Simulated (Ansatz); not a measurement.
Total energies of `CC(Cl)[CH2][AlH2]`.

```csv
atom,x (Å),y (Å),z (Å)
C1,-0.6813,-0.6428,-1.2625
C2,0.2417,0.4710,-0.8223
Cl3,-0.0707,1.9186,-1.8804
C4,0.0926,0.8334,0.6328
Al5,0.5648,-0.5828,1.9123
H6,-0.4409,-1.5609,-0.7147
H7,-1.7225,-0.3791,-1.0634
H8,-0.5763,-0.8496,-2.3275
H9,1.2762,0.2106,-1.0531
H10,0.7209,1.7006,0.8745
H11,-0.9356,1.1594,0.8342
H12,0.1799,-0.4013,3.4411
H13,1.3511,-1.8770,1.4289
```

Charge 0, multiplicity 1. The structure was optimised at the PBE0-D4/def2-TZVP level. It is one conformer, not always the lowest. Basis def2-TZVPP, the Gaussian-basis code of Ansatz.

RPA on PBE orbitals: Hartree–Fock energy of these orbitals -819.67571 Eh, correlation -1.37514 Eh (frozen core).

```
functional  energy without D4 (Eh)  D4 term (kJ/mol)
       PBE              -821.31494             -28.4
    revPBE              -821.63777             -87.6
      BLYP              -821.73849             -62.6
      PBE0              -821.40007             -24.1
     B3LYP              -821.86255             -45.7
   r2SCANh              -821.67451              -7.6
     BHLYP              -821.73937             -34.3
 CAM-B3LYP              -821.76318             -24.5
   ωB97M-V              -821.70330                 –
    B2PLYP              -821.45145                 –
```

Q: Give the same for LDA (SPW92), r2SCAN, B97M-V, r2SCAN0, HSE06 (plane-wave form), LC-ωPBE, ωB97X-V, PBE-QIDH. (Best estimate.)

A: Ansatz gave: 
```csv
functional,energy without D4 (Eh),D4 term (kJ/mol)
LDA (SPW92),-818.13233,–
r2SCAN,-821.68136,-7.1
B97M-V,-821.64974,–
r2SCAN0,-821.66528,-8.4
HSE06 (plane-wave form),-821.37845,-22.4
LC-ωPBE,-821.53613,–
ωB97X-V,-821.67786,–
PBE-QIDH,-821.21451,–
```

B3LYP takes the VWN-RPA correlation (the form of Gaussian; ORCA's B3LYP/G). HSE06 is the plane-wave form, built on full-range PBE exchange. The double hybrids freeze the cores in their second-order part.

LC-ωPBE has ω = 0.4 bohr⁻¹.
